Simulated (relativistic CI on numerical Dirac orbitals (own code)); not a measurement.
**Hyperfine structure of Rb²⁰⁺, mass number 87**

Method of calculation: Dirac-Coulomb-Breit CI, orbitals from a KLI potential per configuration, a model potential for QED, unscaled Slater integrals (own radial code, finite nucleus).

Configuration list (outside the closed core [Ne]): 3s2 3p5, 3s 3p6, 3s2 3p4 3d, 3s 3p5 3d, 3p6 3d, 3s 3p4 3d2, 3s2 3p3 3d 4p, 3s2 3p4 4s, 3p6 4s, 3p6 4p, 3s 3p4 3d 4s, 3s2 3p4 4p, 3s2 3p3 3d2, 3s2 3p2 3d3, 3s 3p3 3d3, 3s2 3p2 3d2 4s, 3s2 3p2 3d2 4p. Double excitations out of closed p, d and f shells are left out; levels of such configurations are missing from the list, as are those of other unlisted configurations, and high levels can miss mixing partners.

Nuclear spin I = 3/2, μ = 2.75129 μN, Q = 0.1335 b (tables of Stone and Pyykkö). The electronic factors are computed for point nuclear moments, without core polarisation or the Bohr-Weisskopf and QED corrections.

```tsv
Level	E (cm⁻¹)	A (GHz)	B (GHz)
3s2 3p5 2P°_3/2	0	31.11	-4.14
3s2 3p5 2P°_1/2	100111	171.2	
3s 3p6 2S_1/2	597744	418.3	
3s2 3p4 3d 4D_5/2	730293	20.65	-0.733
3s2 3p4 3d 4D_3/2	732128	27.37	-1.05
3s2 3p4 3d 4D_7/2	739996	15.04	-0.704
3s2 3p4 3d 4D_1/2	744799	38.15	
3s2 3p4 3d 4F_9/2	780931	17.28	2.86
```

Levels with J = 0, under 50 % of one LS term, or S terms without an open s electron are left out. Small factors come from cancelling terms and can be off by tens of per cent or more.

At this charge energies of transitions that change n are usually good to better than 1 %, and those within a shell (Δn = 0) to a few per cent.

Problem. Give the hyperfine levels of 3s2 3p5 2P°_1/2 relative to its centre of gravity.

Solution. With K = F(F + 1) − I(I + 1) − J(J + 1), E = AK/2: F = 1: -214.1, F = 2: 128.4 GHz.

LS names give the leading component of a level, which can be under half, so a name can repeat, a term be missing and a line seem to break the LS rules.
